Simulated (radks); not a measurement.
Problem. Species: the gold ion Au4+. Configuration: [Xe] 4f14 5d7. Method: scalar-relativistic Kohn-Sham, LDA (Slater exchange, Perdew-Wang correlation), spin-polarised, spherical densities, finite nucleus; open shells are filled with parallel spins first (spin-orbit coupling, left out, can overturn this in heavy ions); Fermi nuclear charge, rms radius 5.4371 fm; computed with a radial shooting solver on a logarithmic mesh with Libxc functionals. Some entries of the table are withheld. Estimate them.

| orbital | occ. | eigenvalue (eV) | <r^2> (bohr^2) |
|---|---|---|---|
| 1s up | 1 | -80729.82 | 0.0003938 |
| 1s down | 1 | -80729.82 | 0.0003938 |
| 2s up | 1 | -14290.42 | 0.006003 |
| 2s down | 1 | -14290.17 | 0.006003 |
| 2p up | 3 | -12371.01 | 0.005049 |
| 2p down | 3 | -12370.80 | 0.005049 |
| 3s up | 1 | -3413.156 | 0.03873 |
| 3s down | 1 | -3413.023 | 0.03873 |
| 3p up | 3 | -2856.147 | 0.03978 |
| 3p down | 3 | -2856.007 | 0.03978 |
| 3d up | 5 | -2258.827 | 0.03293 |
| 3d down | 5 | -2258.630 | 0.03293 |
| 4s up | 1 | -781.6484 | 0.1873 |
| 4s down | 1 | -781.3822 | 0.1873 |
| 4p up | 3 | -598.8367 | 0.2140 |
| 4p down | 3 | -598.5688 | 0.2139 |
| 4d up | 5 | -378.9561 | 0.2431 |
| 4d down | 5 | -378.6397 | 0.2429 |
| 5s up | 1 | -161.5887 | (1) |
| 5s down | 1 | -159.9455 | (2) |
| 4f up | 7 | -134.6536 | 0.3009 |
| 4f down | 7 | -134.2214 | 0.2990 |
| 5p up | 3 | -112.3713 | 1.253 |
| 5p down | 3 | -110.4381 | 1.248 |
| 5d up | 5 | -56.2026 | 2.184 |
| 5d down | 2 | -54.1182 | 2.210 |

Solution. 
(1) 5s up <r^2> (bohr^2): 0.9511
(2) 5s down <r^2> (bohr^2): 0.9460
